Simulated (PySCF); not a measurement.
Correlation energy of Rh⁺ (rhodium, charge +1)

[Kr] 4d7 5s1, high-spin 5F determinant (an excited configuration). All numbers are calculated (PySCF 2.14, scalar relativity through the core potential, in aug-cc-pwCVDZ-PP with ECP28MDF (6s6p5d3f, 70 functions)). Frozen: 4s2 4p6; 8 electrons correlated.

| level | correlation energy (mhartree) |
| --- | --- |
| CCSD | -181.81 |
| (T) | -3.85 |
| CCSD(T) | -185.66 |

Diagnostics: T1 = 0.0086, D1 = 0.0313, largest double amplitude 0.020.

Question: Is a single reference adequate?

Answer: Yes, within this model without spin-orbit coupling: T1 lies below 0.03 and no double amplitude reaches 0.07.
